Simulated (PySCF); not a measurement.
SMILES CC[Si](F)(Br)Br (C2H5Br2FSi) (PBE0/def2-SVP optimised geometry):

```
11

C      0.968     0.368     1.179
C      0.339    -0.371     0.000
Si    -1.518    -0.371     0.000
F     -2.066     1.152     0.000
Br    -2.324    -1.354    -1.806
Br    -2.338    -1.341     1.810
H      0.674    -0.082     2.140
H      0.663     1.425     1.200
H      2.066     0.338     1.120
H      0.663    -1.425    -0.035
H      0.645     0.075    -0.963
```

Computed with PBE0/def2-TZVP (PySCF).

What are the frontier orbital energies and the dipole moment?

HOMO-2 -8.84 eV, HOMO-1 -8.77 eV, HOMO -8.59 eV, LUMO -0.23 eV, LUMO+1 0.48 eV; dipole moment 2.29 D.

On the same geometry PBE/def2-TZVP (PySCF) gives HOMO-2 -7.51 eV, HOMO-1 -7.48 eV, HOMO -7.29 eV, LUMO -1.16 eV, LUMO+1 -0.40 eV; dipole moment 2.22 D.

Meta-Löwdin charges at PBE0/def2-TZVP: C1 -0.33, C2 -0.46, Si3 1.14, F4 -0.49, Br5 -0.24, Br6 -0.24, H7 0.12, H8 0.12, H9 0.12, H10 0.14, H11 0.14.
